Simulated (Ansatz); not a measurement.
Cost and result up the ladder for (HBe-mu-Cl)2 (Be₂H₂Cl₂) (6 atoms). Total charge 0; singlet. Geometry: PBE0-D4/def2-TZVP.

| atom | x (Å) | y (Å) | z (Å) |
| --- | --- | --- | --- |
| Be1 | -0.921 | 0.616 | -0.652 |
| H2 | -1.878 | 1.257 | -1.329 |
| Cl3 | 1.000 | 1.107 | -0.366 |
| Be4 | 0.921 | -0.616 | 0.652 |
| H5 | 1.878 | -1.257 | 1.329 |
| Cl6 | -1.000 | -1.107 | 0.366 |

Ansatz on 4 threads of Arm Neoverse V1 on a shared host. Times are rough, and most runs start from the orbitals of an earlier one. r2SCAN0-D4/def2-TZVP serves as the yardstick here, not as an exact answer. Differences are given only for rows in sets of like size (and for xTB, whose basis is part of the method), since another set adds its own error. Binding counts from free atoms at the same level (Be singlet, H doublet, Cl doublet; other spins of the atoms weren't run), without zero-point energy or a counterpoise term.

HSE06 is defined as in plane-wave codes, on full-range PBE exchange. Correlated methods freeze 10 core orbitals.

Correlated methods converge slowly with the basis.

```csv
level,functions,wall time,binding energy per atom (eV),difference from r2SCAN0-D4/def2-TZVP (eV)
HF/def2-TZVP,124,0.4 s,2.33,-0.60
PBE-D4/def2-SVP,64,0.4 s,2.93,–
MP2/def2-TZVP,124,0.55 s,2.81,-0.12
PBE0-D4/def2-SVP,64,0.6 s,2.90,–
revPBE-D4/def2-TZVP,124,0.7 s,2.85,-0.08
PBE-D4/def2-TZVP (with forces),124,0.9 s,2.91,-0.02
BLYP-D4/def2-TZVP,124,0.95 s,2.86,-0.07
PBE0-D4/def2-TZVP,124,0.95 s,2.90,-0.03
HSE06-D4/def2-TZVP,124,0.95 s,2.90,-0.03
PBE0-D4/def2-TZVPD,154,1.5 s,2.90,-0.03
r2SCAN-D4/def2-TZVP,124,1.7 s,2.96,0.03
r2SCAN0-D4/def2-TZVP,124,1.9 s,2.93,0.00
B97M-V/def2-TZVP,124,2.7 s,2.93,-0.01
CCSD(T)/def2-TZVPP,150,11 s,2.72,-0.22
```
